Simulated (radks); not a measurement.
The samarium ion Sm3+, 59 electrons, occupied as [Xe] 4f5.

Method: scalar-relativistic Kohn-Sham, SOGGA, spin-polarised, spherical densities, point nucleus; open shells are filled with parallel spins first (spin-orbit coupling, left out, can overturn this in heavy ions); computed with a radial shooting solver on a logarithmic mesh with Libxc functionals.

Energy parts (eV):
| part | energy |
|---|---|
| total | -283590.24 |
| kinetic | 303156.30 |
| electron-nucleus | -688736.52 |
| Hartree | 108257.66 |
| exchange-correlation | -6267.67 |

Orbitals (lengths in bohr, moments of r in powers of bohr; <r^-3> diverges for s and p1/2; r(90%) holds 90 % of the orbital's charge):
orbital  occ.  eigenvalue (eV)      <r>  r(90%)      <r^2>  <r^-3>
1s down     1        -46690.20  0.02275  0.0411  0.0007051       -
1s up       1        -46690.20  0.02275  0.0411  0.0007051       -
2s up       1        -7655.603  0.09703   0.150    0.01111       -
2s down     1        -7655.565  0.09703   0.150    0.01111       -
2p up       3        -6832.989  0.08549   0.139   0.008921   10160
2p down     3        -6832.963  0.08549   0.139   0.008921   10160
3s up       1        -1702.551   0.2551   0.374    0.07437       -
3s down     1        -1700.802   0.2550   0.374    0.07427       -
3p up       3        -1445.431   0.2535   0.379    0.07447    2099
3p down     3        -1443.693   0.2533   0.379    0.07435    2102
3d up       5        -1096.991   0.2312   0.361    0.06286   284.9
3d down     5        -1095.646   0.2309   0.360    0.06271   285.5
4s up       1        -364.7450   0.5787   0.831     0.3778       -
4s down     1        -360.5061   0.5785   0.831     0.3777       -
4p up       3        -280.1134   0.6123   0.890     0.4263   465.1
4p down     3        -275.8839   0.6123   0.890     0.4263   464.8
4d up       5        -161.3486   0.6678    1.00     0.5171   52.59
4d down     5        -157.1463   0.6684    1.00     0.5184   52.48
5s up       1         -71.9607    1.370    1.96      2.104       -
5s down     1         -69.6592    1.387    1.99      2.158       -
5p up       3         -50.6466    1.572    2.28      2.786   69.43
5p down     3         -48.9138    1.598    2.32      2.878   65.75
4f up       5         -33.7850   0.8955    1.52      1.027   6.865
4f down     0         -30.0327   0.9273    1.60      1.118   6.634
5d up       0         -24.6690    2.179    3.26      5.439   4.624
5d down     0         -23.8377    2.233    3.34      5.708   4.253
6s up       0         -21.8682    3.170    4.48      11.18       -
6s down     0         -21.4548    3.211    4.53      11.46       -

The highest occupied level is 4f up at -33.785 eV. The density falls to 0.001 e/bohr^3 at r = 3.31 bohr. Spin moment in Bohr magnetons: 5. For comparison, the ionisation energy in NIST's Atomic Spectra Database is 41.6 eV (semi-empirical). In exact Kohn-Sham theory the highest level is minus the ionisation energy, but local and semilocal functionals leave it too shallow, through self-interaction and a potential that decays too fast; potentials with the right tail come closer. Summed over all electrons, <r^2> = 36.18 bohr^2, which gives a Langevin (diamagnetic) susceptibility term of -28.7 x 10^-6 cm^3/mol.
